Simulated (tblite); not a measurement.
C7H13P.
Numbering: `[CH3:1][CH:2]([CH3:3])[P:4]1[CH2:5][CH:6]=[CH:7][CH2:8]1` (hydrogens: H9, H10, H11 on C1; H12 on C2; H13, H14, H15 on C3; H16, H17 on C5; H18 on C6; H19 on C7; H20, H21 on C8)

Geometry (GFN2-xTB, Å), atoms numbered from 1 in this order:
```
atom  x, y, z in Å
C1    -1.9834   -1.1523   -0.0249
C2    -1.0653   -0.0333    0.4575
C3    -1.9024    1.2032    0.7713
P4     0.1951    0.3768   -0.8826
C5     1.2998   -1.1238   -0.6921
C6     2.2172   -0.8396    0.4552
C7     2.2589    0.4104    0.8773
C8     1.3833    1.3858    0.1560
H9    -2.5022   -0.8454   -0.9316
H10   -2.7298   -1.3821    0.7344
H11   -1.4311   -2.0639   -0.2415
H12   -0.5263   -0.3560    1.3572
H13   -1.2906    2.0232    1.1404
H14   -2.4198    1.5415   -0.1250
H15   -2.6491    0.9712    1.5296
H16    0.7185   -2.0360   -0.5467
H17    1.8759   -1.2530   -1.6152
H18    2.8118   -1.6405    0.8671
H19    2.8922    0.7608    1.6778
H20    1.9839    2.0142   -0.5110
H21    0.8546    2.0556    0.8365
```

Level: GFN2-xTB in tblite, geometry and Hessian alike; calculated harmonic values, unscaled, isolated species. This tight-binding method is rough: wavenumbers can miss measured ones by several per cent, in bad cases by 10 to 20. One conformer, not necessarily the lowest.

Harmonic wavenumbers (cm⁻¹): 44.0, 77.8, 166.7, 186.8, 194.7, 242.0, 298.3, 307.2, 353.6, 407.3, 501.9, 633.2, 638.4, 692.2, 720.5, 773.0, 809.8, 854.2, 877.8, 931.3, 935.5, 979.8, 996.0, 1004.8, 1042.0, 1080.6, 1093.4, 1122.0, 1122.9, 1166.9, 1207.8, 1218.4, 1233.8, 1287.8, 1292.1, 1406.9, 1419.0, 1434.4, 1436.4, 1489.7, 1496.4, 1501.5, 1506.1, 1708.2, 2890.8, 2913.9, 2915.8, 2965.7, 2967.9, 3006.7, 3010.9, 3017.4, 3022.9, 3030.8, 3032.0, 3073.8, 3089.8.

A = 2755, B = 1339, C = 1143 MHz; mass 128.075 u (most abundant isotopes); point group Cs, symmetry number 1.

Problem. Zero-point energy?

Solution. ½Σν̃ = 39416 cm⁻¹ = 112.69 kcal/mol.

Problem. Entropy at 500 K, 1 bar (ideal gas, RRHO, classical rotation)?

Solution. Translation 43.05, rotation 30.26, vibration 47.43: S = 120.7 cal/(mol K).

Problem. And Cp and H(500 K) − H(0)?

Solution. Cp = 59.22 cal/(mol K), of which vibrations give 51.27 (their classical limit is 57 R = 113.3); H(500 K) − H(0) = 16.60 kcal/mol without the zero-point energy, 12.63 from vibrations.

Problem. How do the functions run with temperature in this model?

Solution. 
```
 T (K)  S (cal/(mol K))  Cp (cal/(mol K))  H − H(0) (kcal/mol)  G − H(0) (kcal/mol)  ln q(vib)
   150             75.8              22.5                 2.23                -9.14       2.57
   250             89.6              32.7                 4.97               -17.42       4.94
298.15             95.8              38.2                 6.68               -21.88       6.10
   400            108.6              49.5                11.15               -32.29       8.63
   600            132.3              67.3                22.94               -56.42      13.70
   900            163.1              84.6                45.93              -100.87      21.15
```

q(vib) and H(0) count from the zero-point level.

Problem. What must be added to the electronic energy to get the Gibbs energy at 500 K and 1 bar?

Solution. ZPE + [H(500 K) − H(0)] − T·S = 112.69 + 16.60 − 60.37 = 68.92 kcal/mol.

Hindered rotation and anharmonicity are outside this model. Other conformers, if any are populated, would add a mixing term that is left out.

Run on Arm Neoverse V2, one thread (shared host). The figure is for the frequency step alone.
